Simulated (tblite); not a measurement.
C₅H₈Cl₂Si.
SMILES with atom numbers: `[CH3:1][C@@:2]1([Cl:3])[CH:4]=[C:5]([Cl:6])[CH2:7][SiH2:8]1` (hydrogens: H9, H10, H11 on C1; H12 on C4; H13, H14 on C7; H15, H16 on Si8)

Computed with GFN2-xTB (tblite), gas phase: L-BFGS steps from a force-field or distance-geometry start until the largest atomic force falls under 0.01 eV/Å.

Step 8: E = -696.6651 eV
```
atom  x, y, z in Å  |  force x, y, z in eV/Å
C1      2.0588    0.3767   -0.1729   -0.003  -0.023  -0.027
C2      0.7842   -0.4443   -0.2252   -0.053   0.066   0.003
Cl3     1.2331   -2.1391   -0.6788    0.042  -0.118  -0.016
C4      0.0978   -0.5049    1.0979   -0.054  -0.005  -0.009
C5     -1.1779   -0.1485    1.1464    0.031   0.006   0.040
Cl6    -2.0822   -0.1527    2.6179   -0.028  -0.022   0.067
C7     -1.8952    0.3008   -0.0801   -0.041   0.025  -0.056
Si8    -0.5729    0.1713   -1.4472   -0.095   0.046  -0.040
H9      1.8100    1.3930    0.1292    0.043  -0.015  -0.009
H10     2.5222    0.4014   -1.1563    0.041   0.033   0.011
H11     2.7721   -0.0401    0.5375   -0.038   0.010   0.005
H12     0.6396   -0.8541    1.9610    0.064   0.011   0.030
H13    -2.2795    1.3114    0.0580   -0.002   0.010   0.021
H14    -2.7644   -0.3335   -0.2551   -0.002  -0.008   0.007
H15    -0.2259    1.4806   -2.0003    0.024   0.002  -0.014
H16    -0.9276   -0.8092   -2.4662    0.072  -0.016  -0.013
```

Step 9: E = -696.6668 eV
```
atom  x, y, z in Å  |  force x, y, z in eV/Å
C1      2.0581    0.3764   -0.1734   -0.004  -0.026  -0.025
C2      0.7833   -0.4439   -0.2260   -0.061   0.055  -0.047
Cl3     1.2355   -2.1415   -0.6768    0.023  -0.074  -0.011
C4      0.0988   -0.5038    1.0970   -0.054  -0.011  -0.009
C5     -1.1766   -0.1476    1.1454   -0.041   0.008   0.073
Cl6    -2.0831   -0.1540    2.6186    0.003  -0.021   0.032
C7     -1.8992    0.3019   -0.0794    0.000   0.016  -0.057
Si8    -0.5762    0.1738   -1.4490   -0.067   0.027  -0.013
H9      1.8103    1.3926    0.1301    0.042  -0.017  -0.018
H10     2.5230    0.4002   -1.1563    0.039   0.037   0.019
H11     2.7685   -0.0422    0.5385   -0.024   0.011   0.004
H12     0.6439   -0.8526    1.9583    0.046   0.015   0.035
H13    -2.2821    1.3136    0.0622    0.000  -0.028   0.007
H14    -2.7685   -0.3351   -0.2521    0.029   0.026   0.011
H15    -0.2226    1.4825   -2.0032    0.008  -0.021   0.000
H16    -0.9208   -0.8112   -2.4683    0.062   0.002  -0.001
```

Step 10: E = -696.6679 eV
```
atom  x, y, z in Å  |  force x, y, z in eV/Å
C1      2.0574    0.3758   -0.1742   -0.010  -0.020  -0.018
C2      0.7815   -0.4427   -0.2274   -0.048   0.015  -0.059
Cl3     1.2375   -2.1446   -0.6757   -0.002  -0.013  -0.003
C4      0.0986   -0.5034    1.0964   -0.037  -0.012  -0.006
C5     -1.1765   -0.1468    1.1457   -0.069   0.005   0.066
Cl6    -2.0838   -0.1554    2.6200    0.018  -0.017   0.009
C7     -1.9019    0.3028   -0.0795    0.026   0.003  -0.018
Si8    -0.5796    0.1760   -1.4506   -0.027   0.006   0.006
H9      1.8114    1.3920    0.1303    0.035  -0.011  -0.022
H10     2.5243    0.4001   -1.1560    0.034   0.032   0.017
H11     2.7656   -0.0434    0.5393   -0.016   0.005   0.003
H12     0.6476   -0.8512    1.9569    0.018   0.024   0.014
H13    -2.2838    1.3147    0.0652   -0.004  -0.039  -0.003
H14    -2.7708   -0.3358   -0.2499    0.037   0.040   0.009
H15    -0.2202    1.4834   -2.0052   -0.003  -0.027   0.005
H16    -0.9150   -0.8127   -2.4697    0.049   0.010   0.002
```

Step 11: E = -696.6685 eV
```
atom  x, y, z in Å  |  force x, y, z in eV/Å
C1      2.0568    0.3750   -0.1750   -0.015  -0.012  -0.010
C2      0.7795   -0.4417   -0.2290   -0.025  -0.022  -0.038
Cl3     1.2387   -2.1468   -0.6751   -0.022   0.031   0.002
C4      0.0977   -0.5034    1.0961   -0.016  -0.008  -0.005
C5     -1.1775   -0.1463    1.1468   -0.051  -0.002   0.036
Cl6    -2.0840   -0.1565    2.6212    0.016  -0.013   0.005
C7     -1.9029    0.3034   -0.0798    0.030  -0.005   0.023
Si8    -0.5823    0.1774   -1.4516    0.005  -0.010   0.014
H9      1.8128    1.3914    0.1299    0.024  -0.002  -0.021
H10     2.5259    0.4007   -1.1555    0.029   0.022   0.010
H11     2.7636   -0.0440    0.5398   -0.015  -0.005   0.001
H12     0.6500   -0.8498    1.9562   -0.008   0.031  -0.012
H13    -2.2850    1.3147    0.0669   -0.008  -0.028  -0.009
H14    -2.7715   -0.3354   -0.2485    0.027   0.034   0.002
H15    -0.2188    1.4834   -2.0062   -0.009  -0.020   0.004
H16    -0.9105   -0.8133   -2.4705    0.036   0.009  -0.003
```

**Question.** Estimate the geometry and energy of step 12. (The exact step hangs on the optimiser's Hessian estimate; all steps are aligned on step 11, rigid shifts and turns removed.)

**Answer.** E = -696.6689 eV, largest force 0.055 eV/Å
```
atom  x, y, z in Å  |  force x, y, z in eV/Å
C1      2.0561    0.3743   -0.1757   -0.013  -0.004  -0.004
C2      0.7778   -0.4414   -0.2305   -0.002  -0.034  -0.007
Cl3     1.2389   -2.1474   -0.6747   -0.032   0.045   0.001
C4      0.0966   -0.5035    1.0957   -0.001  -0.003  -0.005
C5     -1.1786   -0.1461    1.1480   -0.015  -0.009   0.007
Cl6    -2.0839   -0.1574    2.6220    0.006  -0.010   0.014
C7     -1.9028    0.3037   -0.0796    0.021  -0.007   0.041
Si8    -0.5838    0.1781   -1.4519    0.020  -0.016   0.014
H9      1.8140    1.3910    0.1293    0.013   0.004  -0.017
H10     2.5273    0.4015   -1.1551    0.023   0.011   0.005
H11     2.7621   -0.0445    0.5401   -0.017  -0.012  -0.001
H12     0.6512   -0.8484    1.9556   -0.020   0.032  -0.024
H13    -2.2858    1.3140    0.0677   -0.009  -0.009  -0.009
H14    -2.7713   -0.3344   -0.2477    0.011   0.019  -0.006
H15    -0.2183    1.4829   -2.0067   -0.011  -0.010   0.001
H16    -0.9072   -0.8134   -2.4709    0.026   0.004  -0.010
```

The energy changes by -0.0004 eV. The first-order estimate −F·Δx gives -0.0006 eV and the mean of the old and new forces, exact on a quadratic surface, -0.0004 eV. The step makes an angle of 51° with the force vector and moves no atom by more than 0.003 Å.

The cost below is that of the whole relaxation. Time: 0.79 s wall. Hardware: one thread of an Arm Neoverse V1, shared host with 64 logical CPUs at a one-minute load of 44.
